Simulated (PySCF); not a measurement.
# How good is the calculation?

Bonds (- single, = double, # triple, : aromatic): C1-S2 1.792 Å, S2-C3 1.738 Å, C3:C4 1.433 Å, C4:C5 1.352 Å, C5:O6 1.347 Å, O6:C7 1.358 Å, C7:C3 1.360 Å. C1 carries H8, H9, H10; C4 carries H11; C5 carries H12; C7 carries H13.

Published estimates (parent shift plus substituent increments) and measurements: δ 1H H12 7.23; H13 7.20; H11 6.25 ppm (estimated from measurements, as parent shift plus tabulated substituent increment; solution, not stated per compound (mostly CDCl3 or CCl4); Pretsch, Buehlmann, Badertscher, Structure Determination of Organic Compounds, 4th ed. (2009)).

Theoretical values (PySCF): shielding tensors at B97-2/pcSseg-2 (GIAO), structure optimised with PBE0-D3(BJ)/def2-TZVP. Fast rotation and ring inversion assumed for equivalent nuclei, non-relativistic Hamiltonian, one computed conformer, gas phase.

(1) Set the calculated values beside the experiment.

(2) How far are the unscaled 1H shifts from the references?

Answers

(1) 
Reference values: estimated from measurements, as parent shift plus tabulated substituent increment (solution, not stated per compound (mostly CDCl3 or CCl4); Pretsch, Buehlmann, Badertscher, Structure Determination of Organic Compounds, 4th ed. (2009)).
| atoms | quantity | reference | computed | computed, scaled |
| --- | --- | --- | --- | --- |
| H12 | δ 1H | 7.23 | 7.53 | 7.21 |
| H13 | δ 1H | 7.20 | 7.02 | 6.73 |
| H11 | δ 1H | 6.25 | 6.49 | 6.23 |

Computed shifts are σ(ref) − σ with the named reference compound (TMS for H and C) calculated as an isolated molecule at the same level. The measured values may be among those fitted. Expected solution values come from regression of measured δ (H and C: mostly CDCl3, vs TMS) on computed σ: 1H: δ = 29.81 − 0.938σ (rms 0.14 ppm, 293 shifts, 0.16 ppm with the 4 outliers that the fit left out). A few per cent of atoms miss by over 2 rms, more outside the fitted compound classes.

(2) Mean signed difference +0.12 ppm, mean absolute 0.24 ppm over 3 comparisons; the largest is +0.30 ppm at H12 (hydrogen on an aromatic CH next to the ring oxygen).
